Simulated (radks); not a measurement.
Sr I, 38 electrons, occupied as [Kr] 5s2. All-electron calculation, scalar-relativistic Kohn-Sham, r2SCAN, spin-polarised, spherical densities, finite nucleus; meta-GGA in the generalised Kohn-Sham scheme; Fermi nuclear charge, rms radius 4.224 fm; hard spherical wall at 8 bohr. Program: a radial shooting solver on a logarithmic mesh with Libxc functionals.

Radial electron density D(r) = 4 pi r^2 rho(r):

r (bohr)  D(r) (e/bohr)
0.003026          4.208
0.003972          6.605
0.005255          10.26
0.006898          15.27
0.009127          22.09
0.01208           30.28
0.01585           38.48
0.02097           45.13
0.02753           47.58
0.03642           45.15
0.04781           40.74
0.06326           40.34
0.0837            47.86
0.1099            56.62
0.1454            54.59
0.1908            41.35
0.2524            33.23
0.3314            38.69
0.4384            40.48
0.5801            27.02
0.7614            12.76
1.007             7.931
1.322             7.124
1.75              4.491
2.297             1.870
3.039            0.8786
4.021            0.6773
5.277            0.3563
6.983           0.04451

D(r) has 3 maxima, at r = 0.0275, 0.122, 0.398 bohr, and minima at 0.0561, 0.252 bohr, inside which lie 2.05, 11.02 electrons.
